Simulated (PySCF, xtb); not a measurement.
W(O)2(F)2 anion (F2O2W), SMILES [O]=[W](=[O])([F])[F] (connectivity only; charge and spin as stated), charge -1, multiplicity 2.

Harmonic wavenumbers (cm⁻¹) from GFN2-xTB in xtb at its own minimum, in rising order: 77, 172, 205, 242, 260, 324, 380, 773, 797.

Problem. What does PBE0-D3(BJ)/def2-SVPD (PySCF) give at its own minimum? (Estimate from the structure and the level; the computed values follow.)

Solution. 78, 179, 211, 261, 313, 538, 594, 931, 982. Paired by order, the mean absolute difference is 96 cm⁻¹ and the zero-point energies are 4.6 and 5.8 kcal/mol.
